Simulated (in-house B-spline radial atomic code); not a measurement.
I²⁺. Computed with a B-spline radial atomic code. Model: all-electron spherical atom, spin shells full or empty, radial basis limit, no spin-orbit coupling: exact exchange with a local potential (Slater, KLI or optimised effective potential, whose far tail is KLI's), no correlation.

Exchange potential has not reached -1/r at the last radius.

The run also made RPA and GW results, which its time includes.

The Slater potential averages the orbital exchange potentials with the orbital densities as weights, KLI adds orbital constants, and the optimised effective potential minimises the exact-exchange energy among local potentials. So their energies lie above Hartree-Fock in the order OEP, KLI, Slater. All fall off as −1/r, unlike LDA and GGA exchange.

Command:
```bash
python run_gw.py task.json out
```
Settings (lengths in bohr, energies in hartree):
```
Z                      53
electrons              51
configuration          [Kr] 4d10 5s2 5p3
hamiltonian            nr
method                 slater
lmax                   9
spin_polarised         True
box_radius             17.55
intervals              77
```

Run time, properties included: 16 s on 1 thread of Arm Neoverse N1 (shared host).

Given: hamiltonian non-relativistic; mean-field start Slater potential.

Computed: energy above Hartree-Fock 443.28 millihartree; virial ratio -E/T less 1 -0.010521.

```
radius (bohr)  r times exchange potential up (hartree bohr)  r times exchange potential down (hartree bohr)
     0.000943                                      -0.05199                                       -0.051991
      0.00119                                     -0.065542                                       -0.065544
       0.0015                                     -0.082496                                       -0.082498
      0.00189                                      -0.10371                                        -0.10371
      0.00238                                      -0.13015                                        -0.13015
        0.003                                      -0.16318                                        -0.16318
      0.00378                                      -0.20396                                        -0.20397
      0.00477                                      -0.25429                                        -0.25429
      0.00601                                      -0.31475                                        -0.31475
      0.00758                                       -0.3868                                         -0.3868
      0.00955                                      -0.46958                                        -0.46958
        0.012                                      -0.56047                                        -0.56047
       0.0152                                      -0.65955                                        -0.65954
       0.0191                                      -0.75239                                        -0.75238
       0.0241                                       -0.8322                                        -0.83218
       0.0304                                      -0.88273                                        -0.88267
       0.0383                                      -0.90224                                          -0.902
       0.0483                                      -0.93533                                        -0.93474
       0.0609                                             ?                                               ?
       0.0768                                       -1.2055                                         -1.2049
       0.0968                                       -1.3573                                          -1.357
        0.122                                       -1.4313                                         -1.4314
        0.154                                       -1.4219                                         -1.4218
        0.194                                             ?                                               ?
        0.244                                       -1.7035                                         -1.7004
        0.308                                       -1.8617                                         -1.8595
        0.388                                       -1.8142                                         -1.8155
        0.489                                        -1.566                                         -1.5655
        0.617                                       -1.6383                                         -1.6262
        0.778                                       -1.8464                                         -1.8391
         0.98                                       -1.8645                                         -1.8685
         1.24                                       -1.6524                                          -1.665
         1.56                                       -1.4645                                         -1.3275
         1.96                                       -1.4802                                         -1.0921
         2.47                                       -1.4844                                         -1.0211
         3.12                                       -1.4034                                         -1.0063
         3.93                                       -1.2883                                         -1.0019
```

(1) What belongs in the row 0.0609?

(2) What belongs in the row 0.194?

```csv
occupied,level (hartree),Hartree-Fock level (hartree)
1s up,-1172.7,-1177.9
1s down,-1172.7,-1177.9
2s up,-179.01,-181.69
2s down,-179.01,-181.69
2p up,-168.8,-170.41
2p down,-168.8,-170.4
3s up,-37.468,-38.678
3s down,-37.462,-38.669
3p up,-33.065,-33.867
3p down,-33.06,-33.853
3d up,-24.799,-25.028
3d down,-24.793,-25.022
4s up,-7.4279,-7.9912
4s down,-7.4196,-7.9662
4p up,-5.871,-6.2199
4p down,-5.8625,-6.1901
4d up,?,?
4d down,-3.1733,-3.1227
5s up,-1.5561,-1.5965
5s down,?,?
5p up,-1.1725,-1.1084
```

(3) What belongs in the row 4d up?

(4) What belongs in the row 5s down?

| empty | level (hartree) |
| --- | --- |
| 5p down | -1.0357 |
| 5d up | -0.6509 |
| 6s up | -0.59351 |
| 5d down | ? |
| 6s down | ? |
| 6p up | -0.48209 |
| 4f up | -0.46185 |
| 6p down | -0.43354 |
| 4f down | -0.37724 |

(5) What belongs in the row 5d down?

(6) What belongs in the row 6s down?

## Answers

(1) r times exchange potential up (hartree bohr): -1.0419; r times exchange potential down (hartree bohr): -1.0411.

(2) r times exchange potential up (hartree bohr): -1.4953; r times exchange potential down (hartree bohr): -1.4933.

(3) level (hartree): -3.1854; Hartree-Fock level (hartree): -3.1424.

(4) level (hartree): -1.4327; Hartree-Fock level (hartree): -1.3015.

(5) level (hartree): -0.53042.

(6) level (hartree): -0.53032.

The highest level, 5p up, differs from Hartree-Fock by -1.7 eV and the deepest, 1s up, by +142 eV: the Slater potential lacks the response part and is deeper than the optimised one throughout, so the top level comes too deep.
